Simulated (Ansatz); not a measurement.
B3W3, relaxed as a doublet with UKS PBE-D4/def2-SVP in Ansatz, starting from the GFN1-xTB geometry. Force threshold 0.02 eV/Å.

In the def2 sets W takes a core potential; there is no spin–orbit coupling. The charge 0 doublet is spin-contaminated (final ⟨S²⟩ up to 1.80, 0.75 for a pure state). Another isomer (doublet) lies 3.01 eV lower at PBE0-D4/def2-TZVP; other spin states weren't run for this one.

Start:

Cartesian coordinates in Å:
```
W -0.2633 -0.8907 -0.5414
W -1.4340 1.4391 -0.7742
W 0.5812 -0.8040 1.9348
B 0.1610 0.7410 -1.9857
B 1.8087 -1.0910 0.2292
B -0.8535 0.6055 1.1372
```

```
step  energy (eV)  largest force component (eV/Å)  SCF passes
   1   -7496.9466                           2.985          52
   2   -7497.2146                           3.461          40
   3   -7497.7238                           0.449          42
   4   -7497.7373                           0.227          44
   5   -7497.7521                           0.023          38
   6   -7497.7523                           0.007          36
```

Force components are those of the run's own axes.

End:

```xyz
6

W    -0.287   -0.881   -0.516
W    -1.357    1.367   -0.740
W     0.558   -0.764    1.834
B     0.190    0.684   -1.825
B     1.685   -0.980    0.185
B    -0.790    0.573    1.063
```

By distances, no bond broke or formed. The bond that changes most is W2–W3, from 4.05 to 3.85 Å (atoms count from 1).

No frequencies were taken in this run, so the end may be a saddle point.

Hardware: 4 threads of Arm Neoverse V1 on a shared host. Wall time 22 s.
